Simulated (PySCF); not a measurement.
**Distorted geometries of OsO3F2**

OsO3F2 (singlet). PySCF 2.14.0, RKS B3LYP, Os def2-SVP with ECP60, O def2-SVP, F def2-SVP; non-relativistic Hamiltonian with scalar-relativistic core potentials where named; density fitting; no spin-orbit coupling. Relaxed geometry:

```xyz
6

Os   -0.0056    0.0000    0.0000
O    -0.8590    0.0000    1.4744
O    -0.8590    0.0000   -1.4744
O     1.6981    0.0000    0.0000
F    -0.0047    1.8861    0.0000
F    -0.0047   -1.8861    0.0000
```

**Question.** Order these distorted geometries by energy above the relaxed one, lowest first.
A.
```xyz
6

Os    0.1119    0.0352   -0.0734
O    -0.8532   -0.0701    1.3780
O    -0.9095    0.1296   -1.4675
O     1.6494    0.0270    0.1777
F     0.0636    1.7891    0.0282
F    -0.0973   -1.9107   -0.0431
```
B.
```xyz
6

Os    0.0320    0.0390   -0.0746
O    -0.8946   -0.0680    1.5080
O    -0.8188    0.0171   -1.4295
O     1.7193   -0.0774   -0.0434
F    -0.0034    2.0443    0.0066
F    -0.0694   -1.9550    0.0329
```
C.
```xyz
6

Os   -0.0306    0.1165   -0.0177
O    -0.8969    0.0206    1.2105
O    -1.1888   -0.1032   -1.5017
O     1.7501    0.0968    0.0253
F     0.2451    1.8593    0.2034
F     0.0861   -1.9900    0.0803
```

**Answer.** B (1.10 eV), A (1.62 eV), C (3.29 eV).

**Question.** Which forces (eV/Å) act in the one that lies 3.29 eV up?

**Answer.** 
```
Os    8.60  -6.63 -17.46
O    -9.03  -1.11  14.10
O     3.97   1.27   4.03
O    -2.69  -1.05  -0.17
F    -0.69   4.35  -0.22
F    -0.17   3.17  -0.28
```
Forces carry noise of the integration grid, about 0.01 to 0.03 eV/Å.
